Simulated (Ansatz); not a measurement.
`SC#Cc1ccc(C#Cc2ccc(C#Cc3ccc(S)cc3)cc2)cc1` with charge -1. Total charge -1; doublet. Geometry r2SCAN-D4/def2-SVP, that of the neutral singlet; atoms count from 1.

```xyz
40

S    -1.410   -4.092  -11.179
C    -1.113   -3.449   -9.655
C    -0.986   -3.049   -8.502
C    -0.831   -2.571   -7.177
C     0.251   -1.727   -6.832
C     0.400   -1.259   -5.535
C    -0.525   -1.614   -4.524
C    -0.372   -1.137   -3.199
C    -0.239   -0.724   -2.052
C    -0.086   -0.248   -0.726
C    -0.990   -0.636    0.292
C    -0.840   -0.172    1.591
C     0.220    0.704    1.929
C     0.375    1.177    3.256
C     0.510    1.585    4.404
C     0.668    2.055    5.732
C    -0.202    1.629    6.762
C    -0.047    2.088    8.066
C     0.984    2.990    8.386
S     1.248    3.618   10.014
C     1.855    3.422    7.368
C     1.700    2.963    6.066
C     1.122    1.095    0.910
C     0.972    0.629   -0.388
C    -1.606   -2.459   -4.870
C    -1.757   -2.927   -6.168
H    -0.384   -3.483  -11.829
H     0.973   -1.446   -7.603
H     1.240   -0.608   -5.280
H    -1.812   -1.312    0.042
H    -1.543   -0.480    2.369
H    -1.006    0.928    6.525
H    -0.735    1.740    8.843
H     0.229    2.955   10.603
H     2.661    4.123    7.603
H     2.382    3.304    5.283
H     1.944    1.771    1.160
H     1.675    0.937   -1.167
H    -2.327   -2.741   -4.099
H    -2.598   -3.577   -6.422
```

Single mean-field runs in def2-TZVP are fitted with def2-universal-jkfit.

Q: Estimate the Mulliken populations of the heavy atoms from the PBE0/def2-TZVP orbitals of Ansatz.

A: 
```json
{"atom": "S1", "charge (e)": "-0.16", "spin (α − β)": "0.01"}
{"atom": "C2", "charge (e)": "-0.08", "spin (α − β)": "0.11"}
{"atom": "C3", "charge (e)": "0.08", "spin (α − β)": "-0.06"}
{"atom": "C4", "charge (e)": "0.00", "spin (α − β)": "0.14"}
{"atom": "C5", "charge (e)": "-0.21", "spin (α − β)": "-0.03"}
{"atom": "C6", "charge (e)": "-0.21", "spin (α − β)": "0.07"}
{"atom": "C7", "charge (e)": "0.02", "spin (α − β)": "0.03"}
{"atom": "C8", "charge (e)": "0.03", "spin (α − β)": "0.08"}
{"atom": "C9", "charge (e)": "0.06", "spin (α − β)": "0.02"}
{"atom": "C10", "charge (e)": "0.02", "spin (α − β)": "0.09"}
{"atom": "C11", "charge (e)": "-0.22", "spin (α − β)": "0.04"}
{"atom": "C12", "charge (e)": "-0.21", "spin (α − β)": "0.02"}
{"atom": "C13", "charge (e)": "0.01", "spin (α − β)": "0.12"}
{"atom": "C14", "charge (e)": "0.07", "spin (α − β)": "-0.03"}
{"atom": "C15", "charge (e)": "0.05", "spin (α − β)": "0.11"}
{"atom": "C16", "charge (e)": "0.01", "spin (α − β)": "-0.01"}
{"atom": "C17", "charge (e)": "-0.21", "spin (α − β)": "0.08"}
{"atom": "C18", "charge (e)": "-0.23", "spin (α − β)": "-0.04"}
{"atom": "C19", "charge (e)": "0.19", "spin (α − β)": "0.11"}
{"atom": "S20", "charge (e)": "-0.22", "spin (α − β)": "0.01"}
{"atom": "C21", "charge (e)": "-0.21", "spin (α − β)": "-0.04"}
{"atom": "C22", "charge (e)": "-0.20", "spin (α − β)": "0.08"}
{"atom": "C23", "charge (e)": "-0.21", "spin (α − β)": "0.02"}
{"atom": "C24", "charge (e)": "-0.22", "spin (α − β)": "0.04"}
{"atom": "C25", "charge (e)": "-0.21", "spin (α − β)": "0.08"}
{"atom": "C26", "charge (e)": "-0.21", "spin (α − β)": "-0.03"}
```
Mulliken values depend strongly on the basis.

Q: Where does the spin sit?

A: Summed by element: S 0.03, C 0.99, H -0.02, of 1 unpaired in all. Largest on single atoms: C4 0.14, C13 0.12, C15 0.11.

Q: And the Mayer bond orders between heavy atoms (over 0.3)?

A: S1–C2 1.27 (1.68 Å); C2–C3 2.46 (1.23 Å); C3–C4 1.18 (1.42 Å); C4–C5 1.28 (1.41 Å); C4–C26 1.28 (1.41 Å); C5–C6 1.50 (1.39 Å); C6–C7 1.28 (1.42 Å); C7–C8 1.18 (1.42 Å); C7–C25 1.28 (1.42 Å); C8–C9 2.57 (1.23 Å); C9–C10 1.19 (1.42 Å); C10–C11 1.26 (1.42 Å); C10–C24 1.26 (1.42 Å); C11–C12 1.51 (1.39 Å); C12–C13 1.26 (1.42 Å); C13–C14 1.18 (1.42 Å); C13–C23 1.26 (1.42 Å); C14–C15 2.58 (1.23 Å); C15–C16 1.11 (1.42 Å); C16–C17 1.33 (1.41 Å); C16–C22 1.32 (1.41 Å); C17–C18 1.49 (1.39 Å); C18–C19 1.32 (1.41 Å); C19–S20 1.04 (1.77 Å); C19–C21 1.31 (1.41 Å); C21–C22 1.50 (1.39 Å); C23–C24 1.51 (1.39 Å); C25–C26 1.49 (1.39 Å).
